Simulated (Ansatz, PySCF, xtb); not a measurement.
Gas-phase reaction in SMILES: C[SiH](C)N[SiH3] + 4 [H][H] (H2) → 2 C (CH4) + N (NH3) + 2 [SiH4] (SiH4)
Geometries: B3LYP-D3(BJ)/def2-TZVP minima from Ansatz (a program for electronic structure), one conformer each, not searched for the lowest.

Wanted: energy of full hydrogenation (0 K, with B3LYP-D3(BJ) harmonic zero-point energies from PySCF), in kcal/mol. Valence correlation only, unless marked. No spin-orbit coupling. No relativistic terms. Basis-set limits of correlation are two-point, X^-3; Hartree-Fock from the larger set.

| level | program | energy of full hydrogenation (kcal/mol) |
|---|---|---|
| GFN1-xTB | xtb | -55.1 |
| revPBE-D4/def2-TZVPD | Ansatz + dftd4 | 19.7 |
| PBE0/def2-QZVPP | Ansatz | … |
| BHLYP/def2-TZVPD | Ansatz | 5.9 |
| r2SCANh-D4/def2-TZVPD | Ansatz + dftd4 | 17.9 |
| r2SCAN0-D4/def2-TZVPD | Ansatz + dftd4 | 16.9 |
| B2GP-PLYP-D3(BJ)/def2-TZVPD | Ansatz + dftd3 | … |
| B2PLYP-D3(BJ)/def2-TZVPD | Ansatz + dftd3 | 17.1 |
| B2PLYP/def2-TZVPD | Ansatz | 12.6 |
| RPA@PBE/cc-pV(T+d)Z | Ansatz | … |
| SCS-MP2/STO-3G | Ansatz | 14.7 |
| CCSD/STO-3G | Ansatz | 15.0 |
| CCSD/6-31G | Ansatz | 11.3 |
| CCSD/cc-pV(D+d)Z | Ansatz | 1.3 |
| CCSD(T)/CBS(cc-pV(T+d)Z,cc-pV(Q+d)Z) | Ansatz | … |

Question: Fill in the missing entries.

Answer: 
- PBE0/def2-QZVPP, energy of full hydrogenation (kcal/mol): 9.6
- B2GP-PLYP-D3(BJ)/def2-TZVPD, energy of full hydrogenation (kcal/mol): 18.6
- RPA@PBE/cc-pV(T+d)Z, energy of full hydrogenation (kcal/mol): 13.4
- CCSD(T)/CBS(cc-pV(T+d)Z,cc-pV(Q+d)Z), energy of full hydrogenation (kcal/mol): 18.0
